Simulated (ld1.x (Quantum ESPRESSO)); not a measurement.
**Building the ultrasoft potential for Co (LDA (PZ), fully relativistic).**

- Element: Co
- Generator: ld1.x (Quantum ESPRESSO) 7.5
- Type: ultrasoft
- Functional: LDA (PZ)
- Relativity: fully relativistic
- Frozen core: [Ne]
- Valence charge: 17
- Reference configuration: 3s2 3p6 3d7 4s2 4p0
- Partial waves: 3s (bound): rcut 1.05, rcutus 1.20 bohr; 4s (bound): rcut 1.05, rcutus 1.20 bohr; 3p (bound): rcut 1.15, rcutus 1.40 bohr; 4p (bound, empty): rcut 1.15, rcutus 1.40 bohr; 3d (bound): rcut 0.90, rcutus 1.05 bohr; 3d channel at 3.45 Ry: rcut 0.90, rcutus 1.05 bohr
- Local potential: all-electron potential smoothed inside 1.15 bohr (lloc = -2)
- Core correction: none
- Augmentation charge: PSQ, radius 1.00 bohr

Open shells are filled in proportion to 2j + 1 (rel_dist='average').

**Question.** Does the generator finish with these settings?

**Answer.** Yes, a potential is produced and its reference levels are reproduced.

**Question.** What does a ghost test show?

**Answer.** No extra level below or beside the all-electron valence levels (s, p1/2, p3/2, d3/2, d5/2, f tested).

**Question.** Is the overlap operator S = 1 + Σ q|β⟩⟨β| positive definite (Bessel basis up to 400 Ry)?

**Answer.** Yes: its lowest eigenvalue is 0.11 (p1/2 channel).

**Question.** Tests: 3s2 3p6 3d7 4s1 4p0; 3s2 3p6 3d7 4s0 4p0; 3s2 3p6 3d6 4s0 4p0; 3s2 3p6 3d7.5 4s1.5 4p0; 3s2 3p6 3d7 4s1.5 4p0; 3s1 3p6 3d7 4s2 4p0; 3s2 3p6 3d7 4s0 4p2. Which has the largest error in its energy relative to the reference configuration, and how large is it?

**Answer.** 3s2 3p6 3d7 4s0 4p2, with -3.7 meV (all-electron minus pseudo) on +9.14 eV.
